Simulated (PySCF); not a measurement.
Parent: `[F:1][B:2]([F:3])[SiH3:4]`, BF2H3Si.

Method: PBE0-D3(BJ)/def2-SVP geometry optimisation, gas phase (PySCF 2.14.0). One conformer each, not checked by frequencies here.

| coordinate of the parent | value |
| --- | --- |
| F1–B2 | 1.320 Å |
| B2–F3 | 1.319 Å |
| B2–Si4 | 2.035 Å |
| F1–B2–F3 | 116.3° |
| F1–B2–Si4 | 120.4° |
| F3–B2–Si4 | 123.3° |

Q: How does the shared frame change in `[F:1][B:2]([F:3])[SiH2:4][SH:5]` with F1–B2–Si4–S5 -145°, B2–Si4–S5–H -42°, BF2H3SSi? Atoms pair as F1 = F3, B2 = B2, F3 = F1, Si4 = Si4 (parent first).

A: 
```csv
parent,relative,value in the relative,change
F1–B2,F3–B2,1.320 Å,0.000
B2–F3,B2–F1,1.316 Å,-0.003
B2–Si4,B2–Si4,2.030 Å,-0.005
F1–B2–F3,F3–B2–F1,116.6°,+0.3
F1–B2–Si4,F3–B2–Si4,119.9°,-0.5
F3–B2–Si4,F1–B2–Si4,123.6°,+0.3
```

Of the parent's bonds, B2–Si4 changes most (-0.005 Å). Bonds of the relative outside the shared frame: Si4–S5 2.153 Å.
